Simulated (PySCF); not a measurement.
CH₆GeO₄. Atoms are numbered in the order given.

```xyz
12

C      2.4095    -0.4828    -0.0956
O      1.4033     0.4985     0.0915
Ge    -0.3046     0.0721     0.0110
O     -0.9244    -0.8887     1.3574
O     -1.1777     1.6044     0.0190
O     -0.5120    -0.9221    -1.4323
H      2.2281    -1.0940    -0.9967
H      2.4841    -1.1599     0.7750
H      3.3741     0.0358    -0.2116
H     -1.1775    -0.3343     2.1084
H     -0.6542     2.3124    -0.3818
H     -1.2785    -1.5069    -1.3579
```

Geometry: B3LYP-D3(BJ)/def2-SVP. One conformer was computed; it need not be the lowest.

Method: B3LYP/pcSseg-1 run with PySCF.

GIAO shieldings, no solvent; atoms listed in one row are averaged. δ = σ(ref) − σ: ¹³C against TMS (σ = 181.3 ppm); ¹⁷O against H2O (σ = 333.8 ppm); ⁷³Ge against GeH4 (σ = 1631.8 ppm); ¹H against TMS (σ = 31.68 ppm), references at their B3LYP-D3(BJ)/def2-TZVP geometries, non-relativistic.

```
nucleus       atoms  count  δ (ppm)
-------  ----------  -----  -------
¹³C              C1      1     58.4
¹⁷O              O5      1     51.8
¹⁷O              O4      1     47.0
¹⁷O              O2      1     45.3
¹⁷O              O6      1     42.7
⁷³Ge            Ge3      1    312.3
¹H       H7, H8, H9      3     4.21
¹H              H11      1     1.86
¹H              H10      1     1.71
¹H              H12      1     1.71
```
